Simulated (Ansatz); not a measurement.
`FC1(F)CCOC1`, 13 atoms. Charge 0, multiplicity 1. All runs use 4 threads of an Intel Xeon Platinum 8259CL on a shared host. Correlated methods freeze the cores.

(1) How many basis functions does each run have, and how long does it take in Ansatz? RKS PBE0-D4/def2-SVP energy; RKS PBE0-D4/def2-QZVPP energy; RKS PBE0-D4/def2-TZVP frequencies; RKS revPBE-D4/def2-TZVPP energy; RKS HSE06 (plane-wave form)-D4/def2-TZVPP energy; RKS B97M-V/def2-TZVPP energy; RHF-CCSD(T)/def2-TZVPP energy; RKS BHLYP-D4/def2-TZVPP energy; RKS PBE0-D4/def2-TZVP relaxation (14 steps); RHF-CCSD(T)/def2-SVP energy; RKS ωB97M-V/def2-QZVPP energy; RHF-MP2/def2-QZVPP energy. (An estimate is asked.)

Answers

(1) Ansatz gave: Other jobs shared the machine, so times are rough.

| level | job | functions | wall time | peak host memory (GiB) |
| --- | --- | --- | --- | --- |
| RKS PBE0-D4/def2-SVP | energy | 128 | 1.6 s | 0.32 |
| RKS revPBE-D4/def2-TZVPP | energy | 301 | 2.9 s | 0.45 |
| RKS BHLYP-D4/def2-TZVPP | energy | 301 | 4 s | 0.92 |
| RKS HSE06 (plane-wave form)-D4/def2-TZVPP | energy | 301 | 4.6 s | 0.93 |
| RKS B97M-V/def2-TZVPP | energy | 301 | 10 s | 0.55 |
| RHF-CCSD(T)/def2-SVP | energy | 128 | 14 s | 0.99 |
| RKS PBE0-D4/def2-QZVPP | energy | 579 | 16 s | 2.5 |
| RKS ωB97M-V/def2-QZVPP | energy | 579 | 32 s | 3 |
| RHF-MP2/def2-QZVPP | energy | 579 | 38 s | 5.4 |
| RKS PBE0-D4/def2-TZVP | relaxation (14 steps) | 253 | 71 s | 0.87 |
| RKS PBE0-D4/def2-TZVP | frequencies | 253 | 5.1 min | 0.89 |
| RHF-CCSD(T)/def2-TZVPP | energy | 301 | 11 min | 5 |
